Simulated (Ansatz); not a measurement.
`[OH][GeH]([OH])[Cl]` + CH₃OH → `C[O][GeH]([OH])[OH]` + HCl  (ligand exchange at a Ge–Cl bond)

Isolated molecules relaxed with PBE0-D4/def2-TZVP in Ansatz; ΔE leaves out vibrations. CBS: MP2 limit from def2 TZ/QZ plus the TZ coupled-cluster correction, frozen cores. This one scheme is used for every species. Functionals use def2-TZVPP. For Ge outer-core shells are correlated without core-valence functions, which leaves a few kJ/mol of doubt a bond. Scalar relativity is left out up to krypton. One conformer a species, not always the lowest.

```
       level  ΔE (kJ/mol)
 LDA (SPW92)         37.6
     BLYP-D4         37.1
         PBE         44.8
HF/CBS(def2)         40.0
```

Question: What does CCSD(T)/CBS give? (Estimate.)

Answer: The calculation gave: +34.2 kJ/mol. The listed levels differ from it by 3.4, 2.9, 10.6, 5.8 kJ/mol.

Question: What do rigid-rotor, harmonic-oscillator terms from PBE0-D4/def2-TZVP frequencies (298.15 K, 1 bar) make of the CCSD(T)/CBS value? (Best estimate.)

Answer: The calculation gave: ΔZPE = -10.3 kJ/mol, ΔH = +26.1 kJ/mol, ΔS = -13 J/(mol·K), ΔG = +30.1 kJ/mol.

Largest T1 diagnostic among the species: 0.012.

Leaving LDA and LC-ωPBE aside and taking each functional with its dispersion term where it has one, the values, not all of them listed here, spread over 9.9 kJ/mol, from CAM-B3LYP-D4 to HSE06-D4. LDA lies −7.2 kJ/mol from PBE without D4. In def2-TZVPP, CCSD(T) changes the Hartree–Fock value by −10.0 kJ/mol (the triples alone add −0.7 kJ/mol) and MP2 by −7.8 kJ/mol. At CCSD(T), def2-SVP lies −8.0 kJ/mol from the extrapolated value and def2-TZVPP −3.7 kJ/mol.
